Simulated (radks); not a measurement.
Results of a calculation; reference values are marked as such.
Problem. Sm XXIV, 39 electrons, occupied as [Kr] 4d3. Code: a radial shooting solver on a logarithmic mesh with Libxc functionals. Model: non-relativistic Kohn-Sham, TPSS, spin-polarised, spherical densities, point nucleus; open shells are filled with parallel spins first (spin-orbit coupling, left out, can overturn this in heavy ions); meta-GGA in the generalised Kohn-Sham scheme; relativity is left out, which matters for an element this heavy. Some entries of the table are withheld. Estimate them.

| orbital | occ. | eigenvalue (hartree) | <1/r> (bohr^-1) | <r^2> (bohr^2) |
|---|---|---|---|---|
| 1s down | 1 | -1645.373 | 61.47 | 0.0008003 |
| 1s up | 1 | -1645.373 | 61.47 | 0.0008003 |
| 2s up | 1 | -281.3472 | 14.27 | 0.01276 |
| 2s down | 1 | -281.2644 | 14.27 | 0.01276 |
| 2p up | 3 | -268.3768 | 14.28 | 0.009512 |
| 2p down | 3 | -268.3150 | 14.28 | 0.009510 |
| 3s up | 1 | -80.55446 | 5.395 | 0.08215 |
| 3s down | 1 | -80.52719 | 5.397 | 0.08204 |
| 3p up | 3 | -74.87626 | 5.330 | 0.07705 |
| 3p down | 3 | -74.83867 | 5.331 | 0.07695 |
| 3d up | 5 | -64.42460 | (1) | 0.06167 |
| 3d down | 5 | -64.35186 | (2) | 0.06163 |
| 4s up | 1 | -33.02448 | (3) | 0.3574 |
| 4s down | 1 | -32.77249 | (4) | 0.3583 |
| 4p up | 3 | -30.70872 | (5) | 0.3649 |
| 4p down | 3 | -30.45774 | (6) | 0.3660 |
| 4d up | 3 | -26.61702 | 2.303 | 0.3729 |
| 4d down | 0 | -26.36897 | 2.300 | 0.3745 |

Solution. 
(1) 3d up <1/r> (bohr^-1): 5.222
(2) 3d down <1/r> (bohr^-1): 5.221
(3) 4s up <1/r> (bohr^-1): 2.495
(4) 4s down <1/r> (bohr^-1): 2.491
(5) 4p up <1/r> (bohr^-1): 2.430
(6) 4p down <1/r> (bohr^-1): 2.426
